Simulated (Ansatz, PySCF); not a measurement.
Reaction (SMILES): [Br][Al][Br] → [Al][Br] + Br atom (the Al-Br bond at the site shown breaks; other sites are not compared here)
Geometries: B3LYP-D3(BJ)/def2-TZVP minima from Ansatz (a program for electronic structure). A spin state is the lowest found, not a proven ground state.

Wanted: bond dissociation energy (0 K, with B3LYP-D3(BJ) harmonic zero-point energies from PySCF), in kJ/mol. Cores are frozen in the correlated levels unless marked. Open shells are spin-unrestricted. No spin-orbit coupling. The frozen core is the preceding noble-gas configuration, with the filled d and f shells of earlier blocks. No relativistic terms. CBS marks a two-point X^-3 extrapolation of the correlation energy; Hartree-Fock from the larger set. The bracket is a focal-point correction in the basis named.

```csv
level,program,bond dissociation energy (kJ/mol)
HF/6-31G,Ansatz,124.1
HF-D3(BJ)/def2-TZVPD,PySCF + dftd3,235.3
BP86/def2-TZVPD,PySCF,246.2
TPSS-D4/def2-TZVPD,PySCF + dftd4,265.2
```

Task: Predict the RI-MP2/CBS(def2-TZVPPD,def2-QZVPPD)+[CCSD(T)-MP2]/def2-TZVPPD result (Ansatz).

Result: 241.7 kJ/mol, so TPSS-D4/def2-TZVPD differs from it by 23.5 kJ/mol.
